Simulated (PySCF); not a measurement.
Compound: C2H6BFN2.
SMILES with atom numbers: `[CH2:1]=[N:2][CH2:3][B:4]([NH2:5])[F:6]` (hydrogens: H7, H8 on C1; H9, H10 on C3; H11, H12 on N5)

Torsions of this conformer, `[CH2:1]=[N:2][CH2:3][B:4]([NH2:5])[F:6]`: C1–N2–C3–B4 127°, N2–C3–B4–N5 8°, H–N5–B4–C3 1°, H–N5–B4–C3 178°.

The closed-shell ground state was solved at several levels (PySCF, density fitting, gas phase, non-relativistic). Geometry: PBE0-D3(BJ)/def2-SVP, one conformer, isolated molecule.

```
             level  basis functions  total energy (Eh)  HOMO (eV)  LUMO (eV)  gap (eV)  dipole (D)
     PBE0/pcSseg-0               66          -313.0442      -7.09      -0.10      6.99        1.50
      PBE0/cc-pVDZ              114          -313.7712      -7.20      -0.01      7.19        1.50
 mPW1PW91/pcSseg-2              300          -314.1588      -7.50      -0.48      7.02        1.53
        PBE0/6-31G               66          -313.6670      -7.03       0.01      7.04        1.57
      PBE/pcSseg-2              300          -313.8693      -5.99      -1.57      4.42        1.41
    B3LYP/pcSseg-2              300          -314.2530      -7.25      -0.74      6.51        1.52
BHandHLYP/pcSseg-2              300          -314.0753      -8.91       0.66      9.57        1.65
     PBE0/def2-SVP              114          -313.5235      -7.23      -0.10      7.13        1.47
```

**Question.** Estimate the row for wB97X-D/pcSseg-2, a basis of 300 functions; the other rows only guide the guess.

**Answer.** Total energy -314.1389 Eh, HOMO -9.37 eV, LUMO 1.39 eV, gap 10.76 eV, dipole 1.53 D.

**Question.** Over all these levels, which gives the widest orbital gap and which the narrowest?

**Answer.** wB97X-D/pcSseg-2 (range-separated hybrid) has the widest, 10.76 eV, and PBE/pcSseg-2 (GGA) the narrowest, 4.42 eV. The two share the basis. From the narrowest to the widest the HOMO moves by -3.38 eV and the LUMO by +2.96 eV.

**Question.** How much does the basis alone move the frontier levels among the 4 PBE0 rows?

**Answer.** The HOMO by 0.20 eV and the LUMO by 0.11 eV. By rising basis size (HOMO, LUMO in eV): pcSseg-0 -7.09, -0.10; 6-31G -7.03, 0.01; cc-pVDZ -7.20, -0.01; def2-SVP -7.23, -0.10.

**Question.** In the pcSseg-2 basis, how does the gap go with the fixed share of exact exchange?

**Answer.** PBE (0 %) 4.42 eV; B3LYP (20 %) 6.51 eV; mPW1PW91 (25 %) 7.02 eV; BHandHLYP (50 %) 9.57 eV. Each rise in the share widens the gap here.

**Question.** How far do the dipole and the HOMO energy spread over the levels?

**Answer.** The dipole runs from 1.41 to 1.65 D (mean 1.52 D) and the HOMO from -9.37 to -5.99 eV.

Note: wB97X-D ran without an empirical dispersion term, which enters the total energy and its gradient alone.
